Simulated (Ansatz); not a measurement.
`[SiH3]C[SiH2]P` + `C[NH][GeH2][CH3]` → `[CH3][GeH2][SiH2]P` + `CNC[SiH3]`  (redistribution)

Isolated molecules relaxed with PBE0-D4/def2-TZVP in Ansatz; ΔE leaves out vibrations. CBS: MP2 limit from def2 TZ/QZ plus the TZ coupled-cluster correction, frozen cores. Functionals use def2-TZVPP. B3LYP here is the variant with VWN-RPA as its local correlation; programs differ in this. For Ge outer-core shells are correlated without core-valence functions, which leaves a few kJ/mol of doubt a bond. Scalar relativity is left out up to krypton. Each species was taken in one conformer, which may not be the lowest.

| level | ΔE (kJ/mol) | difference from CCSD(T)/CBS |
| --- | --- | --- |
| B3LYP-D4 | 61.2 | -7.7 |
| ωB97M-V | 68.3 | -0.6 |
| B2PLYP | 67.3 | -1.6 |
| PBE | 50.2 | -18.7 |
| r2SCAN | 63.1 | -5.8 |
| HF/def2-TZVPP | 73.4 | 4.5 |
| MP2/def2-TZVPP | 77.5 | 8.6 |
| CCSD(T)/def2-TZVPP | 69.5 | 0.6 |
| HF/def2-QZVPP | 74.3 | 5.4 |
| SCS-MP2/def2-QZVPP | 76.5 | 7.6 |
| CCSD(T)/CBS | 68.9 | 0 |

Largest T1 diagnostic among the species: 0.012.

From PBE to PBE0 (25 % exact exchange), in def2-TZVPP and without D4, ΔE moves by +5.2 kJ/mol.

CCSD(T)/CBS has its own doubt, a few kJ/mol and more with outer-core shells, so smaller differences from it don't rank the levels.
